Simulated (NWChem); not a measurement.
System: BSi$_{2}$H$_{6}$F; SMILES FB([SiH3])[SiH3]

Program: NWChem. The geometry was optimised at PBE0/def2-SVP. Level MN15/def2-SVP: energy and gradient on several grids; changes count from the extra-fine grid, which is no exact limit either.

Which is the coarsest grid (medium; xcoarse; fine; xfine; coarse) from which on the energy stays within 50 μHa and each gradient component within 100 μHa/bohr of xfine?

medium.
```
grid     size of the energy change (μHa)  largest change of a gradient component (μHa/bohr)  time, medium = 1 (rough)
-------  -------------------------------  -------------------------------------------------  ------------------------
xcoarse                            40000                                                900                   about 1
coarse                               400                                                700                   about 1
medium                                20                                                 40                   about 1
fine                                < 10                                               < 30                   about 1
xfine                               < 10                                               < 30                         2
```
